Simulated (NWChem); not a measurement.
System: CH3ClOZn; SMILES C[O][Zn][Cl]

```xyz
7

Zn     0.1075    -0.0640     0.0000
Cl    -0.1164    -2.1576     0.0000
O      0.4892     1.6756     0.0000
C     -0.4831     2.6920     0.0000
H     -1.1479     2.6827     0.8991
H      0.0362     3.6779     0.0000
H     -1.1479     2.6827    -0.8991
```
Atoms are numbered in this order, from 1.

Results from NWChem. The geometry was optimised at PBE-D3(BJ)/def2-SVP. Level M06-2X/def2-SVP: energy and gradient on several grids; changes count from the extra-fine grid, which is no exact limit either.

```json
[
 {"grid": "xcoarse", "size of the energy change (μHa)": "4000", "largest change of a gradient component (μHa/bohr)": "3000"},
 {"grid": "coarse", "size of the energy change (μHa)": "400", "largest change of a gradient component (μHa/bohr)": "600"},
 {"grid": "medium", "size of the energy change (μHa)": "< 10", "largest change of a gradient component (μHa/bohr)": "300"},
 {"grid": "fine", "size of the energy change (μHa)": "< 10", "largest change of a gradient component (μHa/bohr)": "30"},
 {"grid": "xfine", "size of the energy change (μHa)": "< 10", "largest change of a gradient component (μHa/bohr)": "< 30"}
]
```
